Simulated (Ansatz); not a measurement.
Cd₃F₄⁺, relaxed as a doublet with UKS r2SCAN-D4/def2-SVP in Ansatz, starting from the GFN1-xTB geometry. Force threshold 0.02 eV/Å.

In the def2 sets Cd takes a core potential; there is no spin–orbit coupling. The structure comes from a short search, and lower isomers may exist.

Start:

```xyz
7

Cd   -0.319   -0.687   -1.619
Cd   -0.440   -0.160    1.540
Cd    0.673    1.602   -0.102
F    -0.871   -1.470    0.076
F     1.511   -0.147   -1.398
F     0.521   -0.216    3.115
F    -1.075    1.079   -1.612
```

Problem. Estimate the energy that the relaxation releases and the steps that it takes.

Solution. 65.1 kcal/mol, in 17 steps; 1.7 min on 4 threads of Arm Neoverse V1 on a shared host. No frequencies were taken in this run, so the end may be a saddle point.

Problem. Does the start keep its bonding?

Solution. Bonds formed: Cd2–F5, Cd3–F6 (atoms count from 1). Metal–metal contacts that move far: Cd2–Cd3 2.65 to 3.35 Å. The end is the same structure that another start reached.

Problem. Predict the relaxed structure.

Solution. 
```xyz
7

Cd   -0.6765   -0.6104   -1.7068
Cd    0.2348   -1.2620    1.4460
Cd    0.7064    1.7946    0.1671
F    -1.1446   -1.8444   -0.0506
F     1.1509   -0.3464   -0.4048
F     0.3625    0.7789    1.9931
F    -0.6336    1.4898   -1.4439
```
Bond lengths (bridged metal pairs left out): 9 × Cd–F 2.12 to 2.26 Å.
